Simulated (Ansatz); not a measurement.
Species: CH6OSi2, SMILES `[SiH](/C)=[SiH]/O` (Si–Si–O–H torsion 132°) with one electron removed (charge 1, multiplicity 2), formula CH₆OSi₂.

How many basis functions does frozen-core CCSD(T)/cc-pVTZ // B3LYP-D3(BJ)/def2-TZVP (Ansatz, a first-principles code) use, how many core orbitals are frozen, and how many electrons are correlated?

212 basis functions and 12 frozen orbitals, which leaves 23 correlated electrons. Core time is of the order of minutes.
